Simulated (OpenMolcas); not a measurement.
# Pd4+: moving or changing the point charges

Pd4+ among 4 point charges of -1.5 e arranged as a tetrahedron (Td), 1.86 Å from the ion.

```json
{
 "Program": "OpenMolcas",
 "Method": "SS-CASPT2, IPEA 0.25 Eh, imaginary shift 0.1 Eh (closed shells correlated: 4s 4p)",
 "Basis": "ANO-RCC-VDZP [6s5p3d1f]",
 "Scalar Hamiltonian": "DKH2, point nucleus",
 "Active space": "6 electrons in 5 orbitals (4d)",
 "State averaging": "2S+1 = 5 even, 5 roots; 2S+1 = 3 even, 45 roots; 2S+1 = 1 even, 50 roots",
 "Spin-orbit coupling": "RASSI with atomic mean-field integrals over the reference wave functions"
}
```

Runs around this geometry, states (labels of Td). Energies in cm-1 above the lowest state or level, χT in cm3 K/mol.

| R (Å) | q (e) | Ground state | First state of that spin | First gap with spin-orbit (degeneracies) | χT at 300 K | First state of another spin |
| --- | --- | --- | --- | --- | --- | --- |
| 1.86 | -0.98 | 5E | 5T2 1790 | 110 (1, 3) | 5.088 | 3T1 20080 |
| 1.76 | -1.5 | 5E | 5T2 3340 | 150 (1, 3) | 4.542 | 3T1 19300 |
| 1.86 | -1.5 | 5E | 5T2 2630 | 140 (1, 3) | 4.772 | 3T1 19710 |
| 2.08 | -1.5 | 5E | 5T2 1580 | 110 (1, 3) | 5.170 | 3T1 20150 |

Taking the first state of the same spin as R^-n, n = -ln(1580 / 3340) / ln(2.08 / 1.76) = 4.5 between the shortest and longest distance.

Scaling the charges by -0.98 / -1.5 = 0.65 scales the first state of the same spin by 1790 / 2630 = 0.68; with fixed orbitals a first-order splitting would follow the charge.

Roots that are degenerate in the reference are averaged as groups; the widest CASPT2 spread within a group is 230 cm-1 (the 3-fold group of multiplicity 1 near 37200 cm-1 above the lowest state of its run, R = 1.76, q = -1.5). Shifts and gaps below about the spread of the groups concerned are not significant. An orbital doublet at a regular site is open to a Jahn-Teller distortion, which this geometry leaves out. Point charges give a weaker field than real ligands, and real ions of this kind are as a rule low spin; the high spin found here belongs to the model. The ground term spreads over less than 5000 cm-1, several times less than with real ligands, so orbital moments are less quenched and χT lies further from the spin-only value than at real sites. Free-ion shares, where given, are those of the reference states; single-state CASPT2 does not remix them. Point charges carry no covalency, so the field is a model and not that of real ligands. No measured value stands beside these numbers.
